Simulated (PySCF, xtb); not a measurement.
C3H7FOSi, SMILES C=CC[Si@H](O)F.

GFN2-xTB in xtb at its own geometry gives an orbital gap of 5.08 eV and a dipole moment of 1.74 D.

Geometry: ωB97X-D3(BJ)/def2-SVP. The structure was generated by enumeration; whether it is a known compound was not checked. One conformer was computed; it need not be the lowest.

Q: What does PBE/def2-TZVP in PySCF give? (Estimate from the structure and the level; the computed values follow.)

A: gap 5.12 eV (levels -6.17 and -1.05 eV), dipole 1.27 D.
